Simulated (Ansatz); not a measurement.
`Cl[BH][SbH2]` + `CCl` → `ClBCCl` + `[SbH3]` at 600 K and 1 bar (formal exchange of groups at a B–Sb bond).

Gas-phase electronic energies from Ansatz, PBE0-D4/def2-TZVP geometries. CCSD(T)/CBS is the MP2 limit (def2-TZVPP, def2-QZVPP) plus CCSD(T) − MP2 in def2-TZVPP, frozen cores. This one scheme is used for every species. def2 core potentials past Kr. For Sb outer-core shells are correlated without core-valence functions, which leaves a few kJ/mol of doubt a bond. One conformer a species, not always the lowest.

| species | CCSD(T)/CBS energy (Eh) | H − E (kJ/mol) | S (J/(mol·K)) |
| --- | --- | --- | --- |
| `Cl[BH][SbH2]` | -726.39723 | 113.5 | 378.4 |
| `CCl` | -499.63220 | 125.0 | 268.9 |
| `ClBCCl` | -984.24021 | 154.6 | 374.2 |
| `[SbH3]` | -241.78682 | 75.6 | 266.4 |

H − E and S are ideal-gas, rigid-rotor, harmonic terms from PBE0-D4/def2-TZVP, for one conformer and one mirror image of each species. 1 Eh = 2625.50 kJ/mol, R = 8.31446 J/(mol·K).

Question: By hand: ΔE, ΔH, ΔS and ΔG.

Answer: ΔE = (-984.24021) + (-241.78682) − (-726.39723) − (-499.63220) = 0.00240 Eh = 6.3 kJ/mol. Δ(H − E) = 154.6 + 75.6 − 113.5 − 125.0 = -8.3, so ΔH = -2.0 kJ/mol. ΔS = 374.2 + 266.4 − 378.4 − 268.9 = -6.7 J/(mol·K). ΔG = -2.0 − 600 × (-6.7)/1000 = 2.0 kJ/mol.

Question: By hand: the equilibrium constant, and the temperature at which ΔG would vanish if ΔH and ΔS stayed fixed.

Answer: log₁₀ K = −ΔG/(RT ln 10) = -0.2. ΔG = 0 at ΔH/ΔS = 299 K, though so small a ΔH makes that figure unsure.

TΔS isn't small against ΔH here. The sign of ΔG lies within the doubt. A doubt of 5 kJ/mol in ΔE shifts log₁₀ K by 0.4 here. Other conformers and mirror images would add mixing entropy, several J/(mol·K) or more a flexible species. These are equilibria of isolated gas molecules and say nothing of rates. Largest T1 diagnostic: 0.015 (customary marks: 0.02 for closed shells, 0.045 for open ones).
